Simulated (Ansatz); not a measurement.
Gas-phase electronic energies from Ansatz, PBE0-D4/def2-TZVP geometries. CCSD(T)/CBS adds triple-zeta CCSD(T) − MP2 to the extrapolated MP2 energy (def2 sets, frozen cores). This one scheme is used for every species. DFT in def2-TZVPP. For Br outer-core shells are correlated without core-valence functions, which leaves a few kJ/mol of doubt a bond. Scalar relativity is left out up to krypton. One conformer a species, not always the lowest.

`COB(C)Br` + CH₃SH → `CSB(C)Br` + CH₃OH  (ligand exchange at a B–O bond)

```json
{"level": "B2PLYP", "ΔE (kJ/mol)": "59.1"}
{"level": "PBE", "ΔE (kJ/mol)": "49.3"}
{"level": "r2SCAN", "ΔE (kJ/mol)": "53.0"}
{"level": "HF/def2-TZVPP", "ΔE (kJ/mol)": "74.1"}
```

(1) What does CCSD(T)/CBS give? (An estimate is asked.)

Largest T1 diagnostic among the species: 0.011.

## Answers

(1) The calculation gave: +52.3 kJ/mol. The listed levels differ from it by 6.8, -3.0, 0.7, 21.8 kJ/mol.

The D4 term adds −5.7 kJ/mol with B3LYP and −3.0 kJ/mol with PBE0; it sums over pairs of atoms, weighted by their polarisabilities, and B3LYP, whose exchange is more repulsive, gets the larger term. In def2-TZVPP, CCSD(T) changes the Hartree–Fock value by −19.0 kJ/mol (the triples alone add −3.8 kJ/mol) and MP2 by −25.2 kJ/mol.

B3LYP here is the variant with VWN-RPA as its local correlation; programs differ in this.
